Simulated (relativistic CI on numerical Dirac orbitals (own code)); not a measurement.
# Er XVIII: sensitivity of the levels to the model

Base calculation: Dirac-Coulomb-Breit CI, orbitals from a KLI potential per configuration, model QED (radiative potential, 1s self-energy scaled to tabulated hydrogen-like ionisation energies), unscaled Slater integrals.

Configurations in the expansion (outside the closed core [Ar] 3d10 4p6): 4s2 4d10 4f5, 4s2 4d10 4f4 5s, 4s2 4d10 4f3 5s2, 4s2 4d10 4f3 5s 5p, 4s2 4d10 4f4 5p, 4s2 4d10 4f3 5p2, 4s2 4d10 4f3 5s 5d, 4s2 4d9 4f6, 4s2 4d10 4f4 5d, 4s2 4d10 4f3 5d2, 4s2 4d10 4f4 6s, 4s2 4d10 4f4 6p, 4s2 4d10 4f4 7s, 4d10 4f7. Levels of other configurations are missing.

Variants: (1) one mean potential for all configurations; (2) only the first configuration. Shifts of the energy above 4s2 4d10 4f5 6H°_5/2, in cm⁻¹, for the lowest level and the first level of each name with at least 55 % of one term (blank where a level changes its place among those of its configuration and J or its character, or is not in the variant):

```
                Level     Base    Δ(1)    Δ(2)
 4s2 4d10 4f5 6H°_5/2      0.0     0.0     0.0
 4s2 4d10 4f5 6H°_7/2   3501.2  -148.0   -16.5
 4s2 4d10 4f5 6H°_9/2   7307.3  -279.8   -27.6
4s2 4d10 4f5 6H°_11/2  11203.3  -385.3   -31.8
4s2 4d10 4f5 6H°_13/2  15062.5  -463.0   -29.1
 4s2 4d10 4f5 6F°_1/2  15285.8   -10.1   -13.4
 4s2 4d10 4f5 6F°_3/2  15639.3   +23.7    -1.3
 4s2 4d10 4f5 6F°_5/2  16734.3   +43.8   +12.9
4s2 4d10 4f5 6H°_15/2  18760.5  -506.4   -19.1
 4s2 4d10 4f5 6F°_7/2  19592.8   -79.5    +2.8
 4s2 4d10 4f5 6F°_9/2  23378.3  -215.1    -8.5
4s2 4d10 4f5 6F°_11/2  27554.7  -329.2   -17.9
 4s2 4d10 4f5 4F°_3/2  37844.2  +424.2  +197.7
4s2 4d10 4f5 4M°_15/2  38462.9  +556.2   -17.4
```

At this charge energies of transitions that change n are usually good to better than 1 %, and those within a shell (Δn = 0) to a few per cent. Terms inside the open d or f shell come out 10 to 20 % too wide with unscaled integrals.

Ionisation energy from the two ground configurations alone: base 400.175 eV. The NIST ASD value (theoretical) is 415 eV. The gap of more than 2 % comes from missing correlation, or from a tabulated value that is itself an estimate.

LS names give the leading component of a level, which can be under half, so a name can repeat, a term be missing and a line seem to break the LS rules.
